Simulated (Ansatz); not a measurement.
CHBFNS (`FC1=NBS1`): the same geometry under several functionals.

```yaml
crystal:
  periodic: [false, false, false]
  atoms:
    - {symbol: F, position_ang: [0.990271, -1.943888, -0.335719]}
    - {symbol: C, position_ang: [0.404410, -0.799847, -0.138769]}
    - {symbol: N, position_ang: [-0.636071, -0.599340, 0.564238]}
    - {symbol: B, position_ang: [-0.528851, 0.815678, 0.214917]}
    - {symbol: S, position_ang: [1.006983, 0.711825, -0.859834]}
    - {symbol: H, position_ang: [-1.194740, 1.751572, 0.509067]}
basis:
  gaussian: {orbitals: def2-TZVPP}
hamiltonian: {xc: {name: r2SCANh}, dispersion: d4}
output: {orbitals: {seedname: orbitals}}
```

```sh
$ ansatz run in.yaml --threads 2 --pin off --events-out ev --progress --plain --max-ram 4352MiB
```

It prints (some lines left out):

```
Functional definition: r2SCANh
1003 factors; their error is unknown
mean field evaluation 1: about -16762.3571 eV, gradient 6.1e1 eV
mean field evaluation 2: about -16720.8445 eV, gradient 1.4e2 eV
mean field evaluation 4: about -16769.7229 eV, gradient 1.1e1 eV
mean field evaluation 8: about -16769.9626 eV, gradient 1.8e-1 eV
mean field evaluation 16: about -16769.9637 eV, gradient 5.0e-4 eV
mean field -16769.96369759 eV, -616.2847987968 hartree, gradient 5.0e-5 eV, S^2 0.000000; 0 other end points of the search recorded, 0 dependent functions left out
reference -16769.96370610 eV, -616.2847991096 hartree; 22, 22 occupied and 158, 158 virtual orbitals, 1003 factors
Total energy: -16769.99730121 eV, -616.2860337069 hartree
```

It took 8.5 s on 2 threads of an Arm Neoverse N1 on a shared host, with 0.39 GiB of host memory at the peak.

With the line `hamiltonian: {xc: {name: PBE-QIDH}}` (abridged; 8.5 s):

```
Functional definition: PBE-QIDH
mean field evaluation 16: about -16751.7900 eV, gradient 4.6e-4 eV
mean field -16751.79000982 eV, -615.6169280898 hartree, gradient 1.7e-6 eV, S^2 0.000000
9 core orbitals not correlated: weight in the atoms' cores, before any rotation towards them, 1.000 or more for the frozen orbitals, at most 0.000 for the correlated occupied ones
second order -26.19246841 eV of doubles, -0.00000000 eV of singles
Total energy: -16760.52084234 eV, -615.9377802668 hartree
```

Changing it to `hamiltonian: {xc: {name: BHLYP}, dispersion: d4}` (abridged; 4.5 s):

```
Functional definition: BHLYP
mean field evaluation 16: about -16771.0127 eV, gradient 5.9e-5 eV
mean field -16771.01269235 eV, -616.3233486432 hartree, gradient 5.9e-5 eV, S^2 0.000000
Total energy: -16771.18660925 eV, -616.3297399712 hartree
```

With the line `hamiltonian: {xc: pbe0, dispersion: d4}` (abridged; 4.7 s):

```
Functional definition: PBE0
mean field evaluation 16: about -16763.8135 eV, gradient 2.6e-4 eV
mean field -16763.81354373 eV, -616.0587848110 hartree, gradient 4.4e-5 eV, S^2 0.000000
Total energy: -16763.93124506 eV, -616.0631102554 hartree
```

With the line `hamiltonian: {xc: {name: BLYP}, dispersion: d4}` (abridged; 3.4 s):

```
Functional definition: BLYP
mean field evaluation 16: about -16772.8437 eV, gradient 2.3e-4 eV
mean field -16772.84365458 eV, -616.3906352641 hartree, gradient 6.1e-5 eV, S^2 0.000000
Total energy: -16773.16931720 eV, -616.4026031447 hartree
```

With the line `hamiltonian: {xc: lda}` (abridged; 1.8 s):

```
Functional definition: SPW92
mean field evaluation 16: about -16690.8447 eV, gradient 2.1e-4 eV
mean field -16690.84467192 eV, -613.3772282322 hartree, gradient 2.3e-5 eV, S^2 0.000000
Total energy: -16690.84470267 eV, -613.3772293623 hartree
```
